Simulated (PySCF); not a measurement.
# State search for CaSb

Unrestricted PBE0; PySCF, scalar-relativistic core potentials, basis sets Ca def2-SVP, Sb def2-SVP with ECP28. Outer shells of the fragments: Ca 4s2; Sb 4d10 5s2 5p3.

Followed along the bond (rough minima from three points):

```csv
2Ms+1,unpaired,⟨S²⟩ at the start,R at minimum (Å),Te (eV)
4,"σ ↑, π ↑↑",3.75,3.10,0.00
2,"σ ↓, π ↑↑",1.76,3.07,0.08
2,π ↑,0.97,2.81,0.11
2,"σ ↑, π ↑↓",1.76,3.07,0.34
4,"σ ↑↑, π ↑",3.75,2.92,0.86
```

Solutions found at the starting distance of 2.955 Å, counted from the lowest of them; the search is not exhaustive and high or unbound solutions are not listed, so other states can lie among these:

```tsv
2Ms+1	unpaired	term	E (eV)	⟨S²⟩	⟨Lz²⟩	μ (D)
4	σ ↑, π ↑↑	⁴Σ⁻	0.00	3.75	0.00	-3.53
2	σ ↓, π ↑↑	mixed	0.08	1.76	0.00	-3.83
2	π ↑	²Π	0.14	0.97	1.01	-7.36
2	σ ↑, π ↑↓	mixed	0.33	1.76	2.01	-3.64
4	σ ↑↑, π ↑	⁴Π	0.83	3.75	1.01	-4.03
2	σ ↑	mixed	1.19	0.75	2.01	-3.43
4	π ↑↑↑	⁴Π	1.78	3.75	1.00	-3.53
4	π ↑↑, δ ↑	⁴Δ	1.92	3.75	4.00	-6.63
2	π ↑↑, δ ↓	mixed	1.93	1.80	4.00	-6.32
2	π ↑	²Π	3.09	0.75	1.01	4.97
```

A term symbol is given only where ⟨S²⟩ and ⟨Lz²⟩ are close to those of a pure state; real π, δ and φ orbitals otherwise mix terms. A positive dipole means Ca(−)Sb(+).

Spin–orbit coupling is left out.
